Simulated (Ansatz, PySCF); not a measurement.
Bond stretch in SiS, singlet.

Levels: RKS-PBE = Ansatz (an electronic-structure program) with restricted PBE/cc-pVTZ; UKS-PBE = unrestricted PBE/cc-pVTZ run with Ansatz; UKS-PBE0 = PySCF with unrestricted PBE0/cc-pVTZ; UCCSD(T) = CCSD(T) on UHF/cc-pVTZ, 10 core orbitals frozen (PySCF).

Energies relative to the lowest point of each curve near equilibrium, in kcal/mol; the last columns give the difference from UCCSD(T):

| R / Å | RKS-PBE | UKS-PBE | UKS-PBE0 | UCCSD(T) | RKS-PBE − UCCSD(T) | UKS-PBE − UCCSD(T) | UKS-PBE0 − UCCSD(T) |
|---|---|---|---|---|---|---|---|
| 1.45 | 199.2 | 199.2 | 193.8 | 202.0 | -2.9 | -2.9 | -8.3 |
| 1.53 | 122.3 | 122.3 | 117.4 | 123.7 | -1.4 | -1.4 | -6.3 |
| 1.64 | 55.6 | 55.6 | 51.7 | 55.8 | -0.2 | -0.2 | -4.1 |
| 1.73 | 24.5 | 24.5 | 21.6 | 24.2 | 0.3 | 0.3 | -2.7 |
| 1.82 | 7.7 | 7.7 | 5.9 | 7.3 | 0.4 | 0.4 | -1.4 |
| 1.86 | 3.6 | 3.6 | 2.4 | 3.3 | 0.3 | 0.3 | -0.9 |
| 1.93 | 0.2 | 0.2 | 0.0 | 0.1 | 0.1 | 0.1 | -0.1 |
| 1.97 | 0.0 | 0.0 | 0.4 | 0.0 | 0.0 | 0.0 | 0.4 |
| 2.05 | 2.4 | 2.4 | 4.0 | 2.7 | -0.3 | -0.3 | 1.3 |
| 2.12 | 6.8 | 6.8 | 9.5 | 7.5 | -0.7 | -0.7 | 2.1 |
| 2.26 | 19.5 | 19.5 | 24.6 | 22.6 | -3.1 | -3.1 | 2.0 |
| 2.42 | 37.2 | 37.2 | 45.0 | 42.3 | -5.1 | -5.1 | 2.7 |
| 2.59 | 56.6 | 56.6 | 66.2 | 64.1 | -7.5 | -7.5 | 2.1 |
| 2.89 | 88.0 | 85.6 | 94.6 | 95.7 | -7.7 | -10.1 | -1.1 |
| 3.22 | 115.6 | 107.8 | 115.0 | 117.4 | -1.8 | -9.7 | -2.5 |
| 3.51 | 133.9 | 121.0 | 125.9 | 130.9 | 3.0 | -9.9 | -4.9 |
| 3.91 | 151.7 | 132.5 | 133.8 | 134.5 | 17.2 | -2.0 | -0.7 |
| 4.29 | 162.8 | 139.0 | 137.5 | 135.8 | 27.1 | 3.2 | 1.8 |
| 4.71 | 170.7 | 142.9 | 139.6 | 136.4 | 34.3 | 6.5 | 3.2 |
| 5.21 | 176.2 | 144.8 | 140.6 | 136.8 | 39.5 | 8.1 | 3.8 |
| 5.83 | 179.9 | 145.9 | 141.1 | 137.0 | 42.9 | 8.9 | 4.0 |
| 6.74 | 182.3 | 146.5 | 141.2 | 137.2 | 45.2 | 9.3 | 4.0 |
| 7.79 | 183.3 | 146.7 | 141.3 | 137.2 | 46.1 | 9.5 | 4.0 |

RKS-PBE is furthest from UCCSD(T) at 7.79 (46.1 kcal/mol, above); its mean absolute difference over the points is 12.5 kcal/mol.

UKS-PBE is furthest from UCCSD(T) at 2.89 (-10.1 kcal/mol, below); its mean absolute difference over the points is 4.3 kcal/mol.

UKS-PBE0 is furthest from UCCSD(T) at 1.45 (-8.3 kcal/mol, below); its mean absolute difference over the points is 2.8 kcal/mol.

The restricted form behind RKS-PBE keeps the bonding electrons paired and can't separate into open-shell fragments. The unrestricted solution behind UKS-PBE changes between 2.89 and 3.22 Å, which can leave a kink. The unrestricted determinant behind UKS-PBE is spin-contaminated at 2.89 to 7.79 Å (<S²> up to 1.9, against 0.00 for a pure singlet). The unrestricted solution behind UKS-PBE0, UCCSD(T) changes between 2.59 and 2.89 Å, which can leave a kink. The unrestricted determinant behind UKS-PBE0 is spin-contaminated at 2.59 to 7.79 Å (<S²> up to 2.0, against 0.00 for a pure singlet). The unrestricted determinant behind UCCSD(T) is spin-contaminated at 2.26 to 7.79 Å (<S²> up to 2.0, against 0.00 for a pure singlet).
